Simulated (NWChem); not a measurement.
System: CH6O2Si2; SMILES [SiH2]1C(O)[SiH2]O1

The following NWChem deck was run.

```
start job
memory heap 200 mb stack 900 mb global 1100 mb
geometry units angstroms noautosym nocenter noautoz
  O      0.006940     2.100557    -0.311106
  C     -0.041346     0.925492     0.465263
  Si     1.281845    -0.388677     0.011043
  O      0.061974    -1.546783    -0.234860
  Si    -1.252562    -0.500517     0.006044
  H     -0.781418     2.620288    -0.124499
  H     -0.032045     1.126815     1.557569
  H      2.209194    -0.809798     1.101484
  H      2.047089    -0.078266    -1.228566
  H     -2.154233    -1.009441     1.082750
  H     -2.041265    -0.251571    -1.236541
end
basis spherical
  * library sto-3g
end
dft
  xc hfexch
  iterations 150
end
property
  shielding
end
task dft property
```

NWChem printed, in part:

```
             Northwest Computational Chemistry Package (NWChem) 7.3.0
             --------------------------------------------------------

                             Geometry "geometry" -> ""
                             -------------------------

 Output coordinates in angstroms (scale by  1.889725989 to convert to a.u.)

  No.       Tag          Charge          X              Y              Z
 ---- ---------------- ---------- -------------- -------------- --------------
    1 O                    8.0000     0.00694000     2.10055700    -0.31110600
    2 C                    6.0000    -0.04134600     0.92549200     0.46526300
    3 Si                  14.0000     1.28184500    -0.38867700     0.01104300
    4 O                    8.0000     0.06197400    -1.54678300    -0.23486000
    5 Si                  14.0000    -1.25256200    -0.50051700     0.00604400
    6 H                    1.0000    -0.78141800     2.62028800    -0.12449900
    7 H                    1.0000    -0.03204500     1.12681500     1.55756900
    8 H                    1.0000     2.20919400    -0.80979800     1.10148400
    9 H                    1.0000     2.04708900    -0.07826600    -1.22856600
   10 H                    1.0000    -2.15423300    -1.00944100     1.08275000
   11 H                    1.0000    -2.04126500    -0.25157100    -1.23654100

 Effective nuclear repulsion energy (a.u.)     304.8826935470

  xc_inp: hfexch multiplicative factor not found.
                              NWChem Property Module
                              ----------------------

  itol2e modified to match energy
  convergence criterion.

                                 NWChem DFT Module
                                 -----------------

 Summary of "ao basis" -> "ao basis" (spherical)
 ------------------------------------------------------------------------------
       Tag                 Description            Shells   Functions and Types
 ---------------- ------------------------------  ------  ---------------------
 O                           sto-3g                  3        5   2s1p
 C                           sto-3g                  3        5   2s1p
 Si                          sto-3g                  5        9   3s2p
 H                           sto-3g                  1        1   1s

  itol2e modified to match energy
  convergence criterion.

            General Information
            -------------------
          SCF calculation type: DFT
          Wavefunction type:  closed shell.
          No. of atoms     :    11
          No. of electrons :    56
           Alpha electrons :    28
            Beta electrons :    28
          Charge           :     0
          Spin multiplicity:     1
          Use of symmetry is: off; symmetry adaption is: off
          Maximum number of iterations: 150
          AO basis - number of functions:    39
                     number of shells:    25
          Convergence on energy requested:  1.00D-07
          Convergence on density requested:  1.00D-05
          Convergence on gradient requested:  5.00D-04

              XC Information
              --------------
                     Hartree-Fock (Exact) Exchange  1.000

      Superposition of Atomic Density Guess
      -------------------------------------

 Sum of atomic energies:        -758.43523634

      Non-variational initial energy
      ------------------------------

 Total energy =    -758.522663
 1-e energy   =   -1668.863987
 2-e energy   =     605.458631
 HOMO         =      -0.075788
 LUMO         =       0.376296

   convergence    iter        energy       DeltaE   RMS-Dens  Diis-err
 ---------------- ----- ----------------- --------- --------- ---------
 d= 0,ls=0.0,diis     1   -759.6748458057 -1.06D+03  2.91D-02  6.38D-01
 d= 0,ls=0.0,diis     2   -759.7860199203 -1.11D-01  9.22D-03  9.97D-02
 d= 0,ls=0.0,diis     3   -759.8023006728 -1.63D-02  2.29D-03  2.95D-03
 d= 0,ls=0.0,diis     4   -759.8031482320 -8.48D-04  6.32D-04  1.58D-04
 d= 0,ls=0.0,diis     5   -759.8031992988 -5.11D-05  1.30D-04  5.38D-06
  Resetting Diis
 d= 0,ls=0.0,diis     6   -759.8032013621 -2.06D-06  2.48D-05  3.30D-07
 d= 0,ls=0.0,diis     7   -759.8032014490 -8.69D-08  3.48D-06  7.98D-09

         Total DFT energy =     -759.803201449017
      One electron energy =    -1664.920266886972
           Coulomb energy =      665.338120678629
    Exchange-Corr. energy =      -65.103748787668
 Nuclear repulsion energy =      304.882693546994

 Numeric. integr. density =        0.000000000000

                       DFT Final Molecular Orbital Analysis
                       ------------------------------------

 Vector   26  Occ=2.000000D+00  E=-3.151465D-01
              MO Center=  1.7D-01, -5.7D-01,  5.6D-04, r^2= 3.1D+00
   Bfn.  Coefficient  Atom+Function         Bfn.  Coefficient  Atom+Function
  ----- ------------  ---------------      ----- ------------  ---------------
    23      0.575786   4 O  py               24     -0.385413   4 O  pz
     8     -0.269457   2 C  px               36      0.240412   8 H  s
    18     -0.236854   3 Si py               39     -0.201772  11 H  s
     9      0.196754   2 C  py                5     -0.182581   1 O  pz
    21     -0.176508   4 O  s                35      0.168280   7 H  s

 Vector   27  Occ=2.000000D+00  E=-3.085685D-01
              MO Center=  8.1D-02, -7.7D-01, -1.4D-01, r^2= 3.1D+00
   Bfn.  Coefficient  Atom+Function         Bfn.  Coefficient  Atom+Function
  ----- ------------  ---------------      ----- ------------  ---------------
    24      0.731176   4 O  pz               37      0.302480   9 H  s
    38     -0.278032  10 H  s                 8     -0.231498   2 C  px
    39      0.176405  11 H  s                18     -0.143223   3 Si py
     9      0.138405   2 C  py               35      0.136907   7 H  s
    23      0.130450   4 O  py               10      0.129471   2 C  pz

[...]

          -----------------------------------------
          Chemical Shielding Tensors (GIAO, in ppm)
          -----------------------------------------

                                NWChem CPHF Module
                                ------------------

  scftype          =     RHF
  nclosed          =       28
  nopen            =        0
  variables        =      308
  # of vectors     =        3
  tolerance        = 0.10D-03
  level shift      = 0.00D+00
  max iterations   =       50
  max subspace     =       30

 SCF residual:    4.9961017054858080E-005

Iterative solution of linear equations
  No. of variables      308
  No. of equations        3
  Maximum subspace       30
        Iterations       50
       Convergence  1.0D-04

   iter   nsub   residual    time
   ----  ------  --------  ---------
     1      3    2.09D+00       2.9
     2      6    1.49D-01       3.0
     3      9    1.81D-02       3.2
     4     12    4.84D-03       3.4
     5     15    1.01D-03       3.6
     6     18    1.52D-04       3.7
     7     21    2.53D-05       3.9

      Atom:    1  O
        Diamagnetic
    373.4379     -9.8367     -5.3297
     -9.8367    392.8820    -15.0300
     -5.3297    -15.0300    366.7373

        Paramagnetic
     52.1019    -23.8047     -9.3915
    -23.8047    -26.0918     43.7524
     -9.3915     43.7524    -18.3667

        Total Shielding Tensor
    425.5398    -33.6414    -14.7212
    -33.6414    366.7902     28.7223
    -14.7212     28.7223    348.3706

           isotropic =     380.2335
          anisotropy =     100.9838

          Principal Components and Axis System
                 1           2           3
              447.5560    366.5349    326.6096

      1         0.8563      0.5064     -0.1011
      2        -0.4480      0.6311     -0.6332
      3        -0.2568      0.5875      0.7673

      Atom:    2  C
        Diamagnetic
    249.3253     -0.1312     -0.3300
     -0.1312    255.7623      0.2631
     -0.3300      0.2631    245.0835

        Paramagnetic
    -54.5599     -1.6927      2.6523
     -1.6927    -31.8719    -27.3305
      2.6523    -27.3305    -74.9897

        Total Shielding Tensor
    194.7654     -1.8239      2.3223
     -1.8239    223.8904    -27.0674
      2.3223    -27.0674    170.0938

           isotropic =     196.2499
          anisotropy =      58.5986

          Principal Components and Axis System
                 1           2           3
              235.3156    194.6596    158.7744

      1        -0.0634      0.9972     -0.0402
      2         0.9210      0.0740      0.3826
      3        -0.3845      0.0127      0.9231

      Atom:    3  Si
        Diamagnetic
    871.8492      0.0379     -0.0979
      0.0379    868.2737      1.3361
     -0.0979      1.3361    862.9441

        Paramagnetic
   -297.3176     29.6847      4.4578
     29.6847   -236.7976     56.3923
      4.4578     56.3923   -374.7585

        Total Shielding Tensor
    574.5315     29.7226      4.3600
     29.7226    631.4761     57.7284
      4.3600     57.7284    488.1856

           isotropic =     564.7311
          anisotropy =     145.6276

          Principal Components and Axis System
                 1           2           3
              661.8162    564.8810    467.4960

      1         0.3205      0.9456      0.0564
      2         0.8964     -0.2836     -0.3406
      3         0.3061     -0.1597      0.9385

      Atom:    4  O
        Diamagnetic
    397.8132      0.5905     -0.1853
      0.5905    380.9713      6.1619
     -0.1853      6.1619    353.0939

        Paramagnetic
    104.9150     -4.0867     -1.6795
     -4.0867    207.6744     35.5748
     -1.6795     35.5748    130.7803

        Total Shielding Tensor
    502.7282     -3.4962     -1.8648
     -3.4962    588.6456     41.7367
     -1.8648     41.7367    483.8742

           isotropic =     525.0827
          anisotropy =     117.4632

          Principal Components and Axis System
                 1           2           3
              603.3915    502.5869    469.2697

      1        -0.0389      0.9991      0.0182
      2         0.9432      0.0427     -0.3295
      3         0.3300     -0.0043      0.9440

      Atom:    5  Si
        Diamagnetic
    871.9774      0.1783      0.0678
      0.1783    868.2737      1.3015
      0.0678      1.3015    863.0521

        Paramagnetic
   -291.8441    -35.4755     -8.6128
    -35.4755   -243.0624     57.3829
     -8.6128     57.3829   -375.3726

        Total Shielding Tensor
    580.1333    -35.2972     -8.5450
    -35.2972    625.2113     58.6844
     -8.5450     58.6844    487.6794

           isotropic =     564.3413
          anisotropy =     147.4446

          Principal Components and Axis System
                 1           2           3
              662.6378    564.5076    465.8787

      1        -0.4010      0.9153     -0.0391
      2         0.8625      0.3627     -0.3530
      3         0.3089      0.1753      0.9348

      Atom:    6  H
        Diamagnetic
     33.7542    -10.7607     -1.8235
    -10.7607     36.1781     -1.0393
     -1.8235     -1.0393     21.5694

        Paramagnetic
      4.4479      1.4690     -0.8833
      1.4690      4.0441     -0.4478
     -0.8833     -0.4478      7.5957

        Total Shielding Tensor
     38.2021     -9.2917     -2.7069
     -9.2917     40.2222     -1.4871
     -2.7069     -1.4871     29.1651

           isotropic =      35.8631
          anisotropy =      19.0821

          Principal Components and Axis System
                 1           2           3
               48.5845     32.5301     26.4747

      1        -0.6718      0.5376      0.5096
      2         0.7398      0.5212      0.4254
      3         0.0370     -0.6628      0.7479

      Atom:    7  H
        Diamagnetic
     25.2210     -0.2891     -0.1049
     -0.2891     28.3304      4.8140
     -0.1049      4.8140     40.5587

        Paramagnetic
      1.5322      0.0730      0.4224
      0.0730      2.5400     -3.8332
      0.4224     -3.8332     -3.3839

        Total Shielding Tensor
     26.7532     -0.2162      0.3175
     -0.2162     30.8703      0.9808
      0.3175      0.9808     37.1748

           isotropic =      31.5994
          anisotropy =       8.5979

          Principal Components and Axis System
                 1           2           3
               37.3314     30.7384     26.7286

      1         0.0266     -0.0653      0.9975
      2         0.1492      0.9870      0.0606
      3         0.9885     -0.1472     -0.0360

      Atom:    8  H
        Diamagnetic
     34.3767     -3.0272      6.6170
     -3.0272     28.1322     -2.4901
      6.6170     -2.4901     33.0608

        Paramagnetic
     -0.9766      1.1060     -1.8937
      1.1060      0.1469      1.1948
     -1.8937      1.1948     -2.8154

        Total Shielding Tensor
     33.4000     -1.9212      4.7233
     -1.9212     28.2791     -1.2953
      4.7233     -1.2953     30.2454

           isotropic =      30.6415
          anisotropy =      10.1243

          Principal Components and Axis System
                 1           2           3
               37.3910     27.6962     26.8373

      1         0.7874      0.1518     -0.5975
      2        -0.2463      0.9659     -0.0793
      3         0.5651      0.2096      0.7979

      Atom:    9  H
        Diamagnetic
     32.6691      0.8769     -6.9369
      0.8769     27.4648     -1.7926
     -6.9369     -1.7926     34.9261

        Paramagnetic
     -0.6224     -0.3264      1.9245
     -0.3264      0.2353      1.0938
      1.9245      1.0938     -3.5700

        Total Shielding Tensor
     32.0468      0.5506     -5.0124
      0.5506     27.7001     -0.6989
     -5.0124     -0.6989     31.3560

           isotropic =      30.3676
          anisotropy =       9.6644

          Principal Components and Axis System
                 1           2           3
               36.8106     27.6341     26.6582

      1         0.7267     -0.1647      0.6669
      2         0.0961      0.9857      0.1387
      3        -0.6801     -0.0367      0.7322

      Atom:   10  H
        Diamagnetic
     33.9503      3.4967     -6.3382
      3.4967     28.7784     -3.0731
     -6.3382     -3.0731     32.9052

        Paramagnetic
     -0.8174     -1.2668      1.8366
     -1.2668      0.0407      1.4173
      1.8366      1.4173     -2.5127

        Total Shielding Tensor
     33.1329      2.2299     -4.5016
      2.2299     28.8191     -1.6559
     -4.5016     -1.6559     30.3926

           isotropic =      30.7815
          anisotropy =       9.8833

          Principal Components and Axis System
                 1           2           3
               37.3704     27.9170     27.0573

      1         0.7641     -0.2502      0.5946
      2         0.3089      0.9511      0.0031
      3        -0.5663      0.1813      0.8040

      Atom:   11  H
        Diamagnetic
     32.8008     -0.5346      7.0417
     -0.5346     27.4954     -1.2840
      7.0417     -1.2840     34.9947

        Paramagnetic
     -0.6520      0.1187     -2.1832
      0.1187      0.4149      1.0774
     -2.1832      1.0774     -3.2033

        Total Shielding Tensor
     32.1488     -0.4159      4.8586
     -0.4159     27.9103     -0.2066
      4.8586     -0.2066     31.7913

           isotropic =      30.6168
          anisotropy =       9.3555

          Principal Components and Axis System
                 1           2           3
               36.8539     27.9126     27.0840

[...]
```

Level: Hartree-Fock/STO-3G, GIAO. STO-3G and 3-21G are far too small for this property and stand as cheap habits. All runs use the structure optimised with PBE0/def2-SVP. The printed shielding anisotropy is the first printed principal value minus the mean of the other two.
